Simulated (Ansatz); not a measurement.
A CCSD(T) single point on B$_{2}$H$_{6}$OSi, SMILES `B[SiH](B)O`.

```yaml
crystal:
  periodic: [false, false, false]
  atoms:
    - {symbol: B, position_ang: [-1.438388, 0.882885, -0.041334]}
    - {symbol: Si, position_ang: [0.243942, -0.128271, -0.446042]}
    - {symbol: B, position_ang: [0.770759, -1.174172, 1.171641]}
    - {symbol: O, position_ang: [1.519672, 0.762724, -1.022447]}
    - {symbol: H, position_ang: [-2.385745, 0.279353, 0.371738]}
    - {symbol: H, position_ang: [-1.560228, 2.063433, -0.199881]}
    - {symbol: H, position_ang: [-0.204981, -1.139155, -1.468234]}
    - {symbol: H, position_ang: [-0.010571, -1.962751, 1.617664]}
    - {symbol: H, position_ang: [1.817940, -1.036687, 1.730399]}
    - {symbol: H, position_ang: [1.330799, 1.401641, -1.710505]}
basis:
  gaussian: {orbitals: def2-TZVPP}
correlation: {method: ccsd_t}
output: {orbitals: {seedname: orbitals}}
```

```sh
$ ansatz run in.yaml --threads 2 --pin off --events-out ev --progress --plain --max-ram 4352MiB
```

Output of Ansatz, abridged:

```
Functional definition: HF
1284 factors; integrals over basis functions are off by at most 1.1e-3 eV
mean field evaluation 1: about -11335.1791 eV, gradient 3.7e1 eV
mean field evaluation 2: about -11335.3646 eV, gradient 3.7e1 eV
mean field evaluation 4: about -11338.7556 eV, gradient 3.8e0 eV
mean field evaluation 8: about -11338.8401 eV, gradient 2.2e-1 eV
mean field evaluation 16: about -11338.8407 eV, gradient 1.6e-6 eV
mean field -11338.84066775 eV, -416.6947087975 hartree, gradient 1.6e-6 eV, S^2 0.000000; 0 other end points of the search recorded, 0 dependent functions left out
8 core orbitals not correlated: weight in the atoms' cores, before any rotation towards them, 1.000 or more for the frozen orbitals, at most 0.000 for the correlated occupied ones
reference -11338.84066775 eV, -416.6947087975 hartree; 11, 11 occupied and 200, 200 virtual orbitals, 1284 factors
second order -15.20941999 eV of doubles, -0.00000000 eV of singles
cycle   1  -16.06137391 eV  change   -8.5e-1 eV  update   9.2e-2
cycle   2  -16.52672165 eV  change   -4.7e-1 eV  update   2.9e-2
cycle   3  -16.61608563 eV  change   -8.9e-2 eV  update   1.5e-2
cycle   4  -16.60634800 eV  change    9.7e-3 eV  update   5.3e-3
cycle   5  -16.60579649 eV  change    5.5e-4 eV  update   2.6e-3
cycle   6  -16.60588607 eV  change   -9.0e-5 eV  update   1.1e-3
cycle   7  -16.60549485 eV  change    3.9e-4 eV  update   4.0e-4
cycle   8  -16.60557299 eV  change   -7.8e-5 eV  update   1.6e-4
cycle   9  -16.60566036 eV  change   -8.7e-5 eV  update   6.2e-5
cycle  10  -16.60563183 eV  change    2.9e-5 eV  update   2.4e-5
cycle  11  -16.60563382 eV  change   -2.0e-6 eV  update   1.1e-5
perturbative correction -0.56288137 eV, -0.0206855089 hartree
Total energy: -11356.00918294 eV, -417.3256400937 hartree
```

Hardware: 2 threads of an Intel Xeon Platinum 8259CL on a shared host. Wall time 71 s, peak host memory 3.3 GiB.

MP2 recovers 88.6 % of the CCSD(T) correlation energy and the triples give 3.3 %; T1 = 0.0136.
